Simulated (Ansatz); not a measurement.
`B[SiH2]O` + `[OH][GaH2]` → `B[O][GaH2]` + `O[SiH3]` at 298.15 K and 1 bar (cleavage of the B–Si bond).

Program: Ansatz. Geometries: PBE0-D4/def2-TZVP. ΔE: electronic, gas phase. CCSD(T)/CBS is the MP2 limit (def2-TZVPP, def2-QZVPP) plus CCSD(T) − MP2 in def2-TZVPP, frozen cores. For Ga outer-core shells are correlated without core-valence functions, which leaves a few kJ/mol of doubt a bond. Scalar relativity is left out up to krypton. One conformer a species, not always the lowest.

```json
{"species": "`B[SiH2]O`", "CCSD(T)/CBS energy (Eh)": "-392.05150", "H − E (kJ/mol)": "149.3", "S (J/(mol·K))": "299.9"}
{"species": "`[OH][GaH2]`", "CCSD(T)/CBS energy (Eh)": "-2000.92981", "H − E (kJ/mol)": "82.7", "S (J/(mol·K))": "263.1"}
{"species": "`B[O][GaH2]`", "CCSD(T)/CBS energy (Eh)": "-2026.35181", "H − E (kJ/mol)": "117.1", "S (J/(mol·K))": "314.9"}
{"species": "`O[SiH3]`", "CCSD(T)/CBS energy (Eh)": "-366.69042", "H − E (kJ/mol)": "113.6", "S (J/(mol·K))": "257.8"}
```

H − E and S are ideal-gas, rigid-rotor, harmonic terms from PBE0-D4/def2-TZVP, for one conformer and one mirror image of each species. 1 Eh = 2625.50 kJ/mol, R = 8.31446 J/(mol·K).

Q: By hand: ΔE, ΔH, ΔS and ΔG.

A: ΔE = (-2026.35181) + (-366.69042) − (-392.05150) − (-2000.92981) = -0.06092 Eh = -159.9 kJ/mol. Δ(H − E) = 117.1 + 113.6 − 149.3 − 82.7 = -1.3, so ΔH = -161.2 kJ/mol. ΔS = 314.9 + 257.8 − 299.9 − 263.1 = 9.7 J/(mol·K). ΔG = -161.2 − 298.15 × (9.7)/1000 = -164.1 kJ/mol.

Q: By hand: the equilibrium constant, and the temperature at which ΔG would vanish if ΔH and ΔS stayed fixed.

A: log₁₀ K = −ΔG/(RT ln 10) = 28.7. ΔH and −TΔS have one sign here, so there is no such temperature.

The number of gas molecules stays the same, so ΔS is small and ΔH decides. A doubt of 5 kJ/mol in ΔE shifts log₁₀ K by 0.9 here. Other conformers and mirror images would add mixing entropy, several J/(mol·K) or more a flexible species. These are equilibria of isolated gas molecules and say nothing of rates. Largest T1 diagnostic: 0.016 (customary marks: 0.02 for closed shells, 0.045 for open ones).

ΔS is within the doubt of such terms, so its sign, and with it that verdict, could turn.
